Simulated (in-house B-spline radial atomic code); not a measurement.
Rb+ is squeezed into an impenetrable sphere of radius R (the orbitals vanish at R). All numbers are computed (scalar-relativistic (X2C) Hartree-Fock, spin-polarised, averaged over the determinants with the given up and down occupations; Fermi nucleus of rms radius 4.2036 fm) with an all-electron radial atomic-structure program (B-spline basis), not measured.

Energies in eV above the free ion in [Ar] 3d10 4s2 4p6:

```csv
R (bohr),highest level (eV),[Ar] 3d10 4s2 4p6,[Ne] 3s2 3p5 3d10 4s2 4p6 4d1,[Ar] 3d10 4s2 4p5 4d1
9.02,-27.5,2.394e-05,249.1,18.12
5.85,-27.4,0.03349,249.6,18.75
5.47,-27.4,0.08157,249.9,19.05
4.22,-26.6,1.416,252.5,22.11
3.49,-24.2,7.218,259.9,30.26
3.28,-22.7,11.52,265,35.6
2.48,-8.34,69.77,329.9,100.8
2.2,4.49,134,401,169.3
1.85,36.2,315.5,601.6,358.1
1.4,151,1082,1441,1133
```

Q: Does [Ne] 3s2 3p5 3d10 4s2 4p6 4d1 fall below [Ar] 3d10 4s2 4p6 under compression?

A: No, it stays above over the whole range.

Q: Does [Ar] 3d10 4s2 4p5 4d1 fall below [Ar] 3d10 4s2 4p6 under compression?

A: No, it stays above over the whole range.

The highest level is first positive in the row R = 2.2 bohr, pushed up by confinement above the zero of the free ion's potential. Each configuration is held fixed and needn't be the lowest in the sphere.
